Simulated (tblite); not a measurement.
What does the GFN2-xTB structure of `Cn1ccnc1C([O])=O` [radical] look like in three dimensions? (Doublet state.)

```xyz
14
C5H5N2O2 angstrom
C      0.011    1.670    0.292
N     -0.312    0.288    0.073
C     -1.567   -0.262    0.061
C     -1.410   -1.599   -0.182
N     -0.086   -1.871   -0.309
C      0.523   -0.744   -0.161
C      2.116   -0.545   -0.254
O      2.656   -1.340    0.472
O      2.375    0.371   -1.000
H     -0.826    2.288   -0.029
H      0.210    1.857    1.351
H      0.896    1.930   -0.288
H     -2.444    0.330    0.226
H     -2.142   -2.375   -0.276
```

Orientation and origin are arbitrary. Atoms count from 1 in this order. C4 (carbon bonded to C, N and H) is planar (angles 130.2°, 120.9° and 108.9°, sum 360.0°, 0.00 Å off the plane of its three neighbours). C6 (carbon bonded to C and 2 N) is planar (angles 124.7°, 121.9° and 113.4°, sum 360.0°, 0.00 Å off the plane of its three neighbours). The 5-membered ring N2–C3–C4–N5–C6 has internal angles of 104.9° to 113.4°; it is planar, 0.00 Å rms from its mean plane, widest ring torsion 1°. N2 (nitrogen bonded to 3 C) is planar (angles 128.6°, 126.4° and 104.9°, sum 360.0°, 0.00 Å off the plane of its three neighbours).

Bonds between heavy atoms (Å): C1–N2 1.436, N2–C3 1.370, C3–C4 1.368, C4–N5 1.358, N5–C6 1.289, C6–C7 1.609, C7–O8 1.204, C7=O9 1.209, N2–C6 1.348.

Computed geometry: GFN2-xTB, gas phase. This method treats the open shell by occupation alone, without spin polarisation.

Point group: C1 (no symmetry element, even within 0.4 Å). Its GFN2-xTB frequencies are all real (lowest 37 cm⁻¹). 3 starts were optimised and ended at 0.00, 0.84 and 0.92 kcal/mol (GFN2-xTB); the lowest of these is shown.
